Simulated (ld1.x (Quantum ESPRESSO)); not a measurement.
**Which change was made? (Se, TM)**

* Element: Se (Z = 34)
* Generator: ld1.x (Quantum ESPRESSO) 7.5
* Type: norm-conserving Troullier–Martins (Kleinman–Bylander form)
* Functional: PBEsol
* Relativity: scalar-relativistic
* Frozen core: [Ar]
* Valence charge: 16
* Reference configuration: 3d10 4s2 4p4
* Partial waves: 4s (bound): rc 1.55 bohr; 4p (bound): rc 1.40 bohr; 3d (bound): rc 0.85 bohr
* Local potential: all-electron potential smoothed inside 1.40 bohr (lloc = -2)
* Core correction: a·sin(br)/r model core, default radius (core density twice the valence density)

Cutoffs, loose and tight: the cutoffs (Ry, on a coarse ladder) from which the occupation-weighted sum of valence levels, in a spherical-Bessel basis at the reference potential, stays within 10 and 1 mRy of its value at 400 Ry. They do not see the model core or the augmentation charge, which bear on the density cutoff. Test errors are all-electron minus pseudo excitation energies from the reference, over the configurations 3d10 4s2 4p3; 3d10 4s2 4p2; 3d10 4s2 4p1; 3d10 4s0 4p6; 3d10 4s1 4p5; 3d10 4s2 4p3.5; 3d10 4s2 4p0; variants that change the core or the reference have their own tests. The largest error is taken over the tests solved by every variant that gives reliable tests at all, those not shown here included: 3d10 4s2 4p0; 3d10 4s2 4p2; 3d10 4s2 4p3; 3d10 4s2 4p3.5.

The base gives: outcome: generated; cutoff, loose: over 300 Ry; cutoff, tight: over 300 Ry; bound ghosts: none; largest test error (meV): +33.

After one change the result is: outcome: generated; cutoff, loose: 260 Ry; cutoff, tight: over 300 Ry; bound ghosts: none; largest test error (meV): +57. Which change was it?
A. local potential all-electron potential smoothed inside 0.60 bohr (lloc = -2)
B. all radii but the core radius scaled by about 1.22 (s 1.90, p 1.70, d 1.04 bohr); local potential all-electron potential smoothed inside 1.70 bohr (lloc = -2)
C. local potential the s channel

B. The others give: local potential the s channel → outcome: generated; cutoff, loose: over 300 Ry; cutoff, tight: over 300 Ry; bound ghosts: p; largest test error (meV): +9.6 | local potential all-electron potential smoothed inside 0.60 bohr (lloc = -2) → outcome: generated; cutoff, loose: over 300 Ry; cutoff, tight: over 300 Ry; bound ghosts: s, p; largest test error (meV): -28.
